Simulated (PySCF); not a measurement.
Species: C3H9NSi.
Z-matrix (Å and degrees, GFN2-xTB geometry), rows numbered from 1:
```
C 
C   1  1.5036
C   2  1.5016  1  114.88
N   2  1.2526  1  125.67  3  -179.47
Si  4  1.7094  2  138.49  1    -0.37
H   1  1.0880  2  110.51  3   -45.31
H   1  1.0898  2  108.99  3    73.23
H   1  1.0858  2  110.76  3  -167.13
H   3  1.0884  2  110.26  1   -52.29
H   3  1.0891  2  109.57  1    66.38
H   3  1.0857  2  110.20  1  -173.60
H   5  1.4613  4  103.37  2   118.92
H   5  1.4732  4  119.24  2    -1.82
H   5  1.4616  4  103.40  2  -122.78
```

The closed-shell ground state was solved at several levels (PySCF, density fitting, gas phase, non-relativistic).

```csv
level,basis functions,HOMO (eV),LUMO (eV),gap (eV),dipole (D)
wB97X-D/def2-SVPD,176,-8.52,1.50,10.02,2.29
PBE0/pcSseg-1,137,-6.63,-0.24,6.39,2.21
```

Question: What might PBE0/def2-SVPD (176 basis functions) give for the same quantities?

Answer: HOMO -6.65 eV, LUMO -0.33 eV, gap 6.32 eV, dipole 2.23 D.

Question: Over all these levels, which gives the widest orbital gap and which the narrowest?

Answer: wB97X-D/def2-SVPD (range-separated hybrid) has the widest, 10.02 eV, and PBE0/def2-SVPD (global hybrid, 25 % exact exchange) the narrowest, 6.32 eV. The two share the basis. From the narrowest to the widest the HOMO moves by -1.87 eV and the LUMO by +1.83 eV.

Question: How far do the dipole and the HOMO energy spread over the levels?

Answer: The dipole runs from 2.21 to 2.29 D (mean 2.25 D) and the HOMO from -8.52 to -6.63 eV.
